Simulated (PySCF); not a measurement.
## Radial density of Si¹³⁺ (silicon, charge +13)

revPBE, 1s1, 2S determinant. All numbers are calculated (PySCF 2.14, the spin-free X2C one-electron Hamiltonian (Gaussian nucleus), in an uncontracted even-tempered set (17 s from 7.3 bohr⁻², ratio 2.2; 7 p from 11 bohr⁻², ratio 2.4; 4 d from 34 bohr⁻², ratio 2.4; 3 f from 51 bohr⁻², ratio 2.4; 3 g from 76 bohr⁻², ratio 2.4)).

```tsv
r (bohr)	4πr²ρ (e/bohr)	4πr²(ρα − ρβ)
0.00145	0.02594	0.0259
0.00245	0.06929	0.0693
0.00411	0.1820	0.1820
0.00692	0.4644	0.4644
0.0116	1.127	1.1272
0.0196	2.509	2.5092
0.0329	4.816	4.8160
0.0554	7.181	7.1809
0.0931	6.989	6.9887
0.157	3.320	3.3201
0.264	0.4756	0.4756
0.443	0.009183	0.0092
```

Densities and radii are taken from the X2C orbitals without a picture-change correction, which distorts them close to the nucleus.

For one electron the Hartree and exchange-correlation energies should cancel; what remains is the self-interaction error.
